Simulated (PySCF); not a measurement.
Species: C7H11NSi2.
SMILES with atom numbers: `[CH3:1][Si@:2]1([CH2:3][SiH3:4])[CH:5]=[CH:6][CH:7]=[C:8]1[C:9]#[N:10]`

Geometry (GFN2-xTB, Å), atoms numbered from 1 in this order:
```xyz
21
C7H11NSi2 angstrom
C     -1.2648   -0.5309   -1.7265
Si    -0.1182    0.3242   -0.4767
C     -1.0257    1.0028    1.0489
Si    -1.9498   -0.3018    2.0899
C      1.1037    1.5501   -1.2478
C      2.3573    1.1011   -1.0955
C      2.5123   -0.1714   -0.4246
C      1.3758   -0.7732   -0.0161
C      1.3156   -2.0025    0.6267
N      1.2048   -3.0206    1.1529
H     -0.7282   -0.8377   -2.6190
H     -1.7101   -1.4161   -1.2839
H     -2.0696    0.1309   -2.0291
H     -1.7357    1.7586    0.7150
H     -0.3111    1.5192    1.6896
H     -2.9832   -0.9200    1.2557
H     -2.5943    0.3896    3.2115
H     -1.0110   -1.3031    2.5836
H      0.8887    2.4854   -1.7357
H      3.2372    1.6241   -1.4429
H      3.4974   -0.5914   -0.2765
```

Definitions: NICS(0) = −σiso at the ring centroid; NICS(1) = −σiso and NICS(1)zz = −σzz at ±1 Å along the ring normal z. Level: GIAO PBE0/pcSseg-1 (PySCF, non-relativistic, gas phase) on the GFN2-xTB geometry, one conformer.

Ring bond lengths (Å), with Mayer bond orders in brackets: Si2–C5 1.895 (0.85), C5–C6 1.340 (1.82), C6–C7 1.447 (1.11), C7–C8 1.349 (1.76), C8–Si2 1.910 (0.70).

Problem. What do the NICS probes read (ppm)?

Solution. 
```csv
ring,type,NICS(0),"NICS(1), two faces","NICS(1)zz, two faces",rms pucker (Å),"centre to ring atoms, mean (Å)"
Si2–C5–C6–C7–C8,"5-membered ring with Si; formal bonds 2 double, 3 single",0.6,-2.0 / -2.0,1.6 / 1.9,0.00,1.34
```

Problem. What do they say, and how far can they be read as aromaticity?

Solution. 
- Si2–C5–C6–C7–C8: mean NICS(1)zz 1.7 ppm, near zero. Si2 has four or more neighbours, and the NICS criterion for π rings isn't applied.

Problem. At the first NICS(1) probe listed for ring Si2–C5–C6–C7–C8, 1 Å off the ring, how large is the induced field along the normal in 14.1 T applied along it?

Solution. NICSzz × B0 = 1.6 ppm × 14.1 T = 23 μT, along the applied field.

Problem. Give the inner angles of the rings and the Hirshfeld charges of the ring atoms.

Solution. 
- Si2–C5–C6–C7–C8: Si2 88.0° (+0.405 e), C5 109.9° (-0.132 e), C6 116.6° (-0.041 e), C7 116.3° (-0.013 e), C8 109.2° (-0.088 e); sum 540.0° against 540° for a flat convex ring.

Problem. What are the shieldings of the ring atoms and their hydrogens in the same run (means over atoms taken as equivalent)?

Solution. 
```json
{"atoms": "Si2", "environment": "four-coordinate silicon", "σ isotropic (ppm)": "338.2"}
{"atoms": "C5", "environment": "alkene CH carbon", "σ isotropic (ppm)": "37.1"}
{"atoms": "C6", "environment": "alkene CH carbon", "σ isotropic (ppm)": "35.4"}
{"atoms": "C7", "environment": "alkene CH carbon", "σ isotropic (ppm)": "22.1"}
{"atoms": "C8", "environment": "fully substituted alkene carbon", "σ isotropic (ppm)": "64.8"}
{"atoms": "H19", "environment": "vinylic hydrogen", "σ isotropic (ppm)": "25.15"}
{"atoms": "H20", "environment": "vinylic hydrogen", "σ isotropic (ppm)": "24.51"}
{"atoms": "H21", "environment": "vinylic hydrogen", "σ isotropic (ppm)": "24.21"}
```

On Arm Neoverse V1, one thread, shared host with 32 logical CPUs at a one-minute load of 24, this took 93 s wall (with the writing of density and orbital grids) and 1.1 GiB of memory at its peak. This is the whole shielding run at PBE0/pcSseg-1, SCF included.
